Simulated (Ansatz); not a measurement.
Geometry optimisation, UKS PBE-D4/cc-pVDZ in Ansatz 0.2.0.

Input file:

```yaml
crystal:
  periodic: [false, false, false]
  atoms:
    - { symbol: B, position_ang: [-0.030196, 0.016761, -0.162403] }
    - { symbol: H, position_ang: [-0.163368, 0.151361, 1.023721] }
    - { symbol: F, position_ang: [1.181566, -0.034525, -0.736154] }
    - { symbol: F, position_ang: [-1.093741, -0.090634, -0.972022] }
    - { symbol: "N", position_ang: [-0.293618, 0.22074, 3.278652] }
    - { symbol: H, position_ang: [-0.265982, -0.788356, 3.56739] }
    - { symbol: H, position_ang: [0.665338, 0.524653, 3.580817] }
magnetization:
  spin_polarized: true
  initial_magnetization: 1
basis:
  gaussian: { orbitals: cc-pVDZ }
hamiltonian:
  xc: pbe
  dispersion: d4
relax:
  f_tol: 0.03
  max_steps: 50
```

Run as:

```bash
$ ansatz run input.yaml --threads 2 --pin off --max-ram 3072MiB --backend cpu --events-out ev --progress --plain --runs-dir out
```

Q: Where does it end, and by what steps?

A: It converged. The force dipped under the threshold on the way, but the program's further checks kept it going. After 34 steps the energy has fallen by 0.023 eV; F3 moved furthest, 0.99 Å.

```
step  energy less start (eV)  largest force component (eV/Å)  accepted
   0                  0.0000                           0.420       yes
   2                  0.0135                           0.591        no
   4                 -0.0038                           0.108       yes
   6                 -0.0060                           0.365       yes
   8                 -0.0126                           0.020       yes
  10                 -0.0086                           0.367        no
  12                 -0.0151                           0.110       yes
  14                 -0.0162                           0.154       yes
  16                 -0.0171                           0.164        no
  18                 -0.0183                           0.096       yes
  20                 -0.0190                           0.268        no
  22                 -0.0209                           0.102       yes
  24                  0.0299                           1.016        no
  26                 -0.0187                           0.250        no
  28                 -0.0220                           0.038       yes
  30                 -0.0224                           0.083       yes
  32                 -0.0227                           0.048       yes
  34                 -0.0229                           0.004       yes
```

```xyz
7
Properties=species:S:1:pos:R:3
B -0.219 0.060 0.064
H -0.906 0.399 1.001
F 1.086 -0.194 0.237
F -0.715 -0.082 -1.168
N -0.099 0.206 3.243
H -0.022 -0.841 3.262
H 0.875 0.452 2.941
```

Whether the end is a true minimum wasn't checked by a vibrational analysis.

Run time: 89 s on 2 threads of AMD EPYC 7R43 64-Core Processor (Zen 3), with other jobs on the host, peak memory 0.16 GiB.
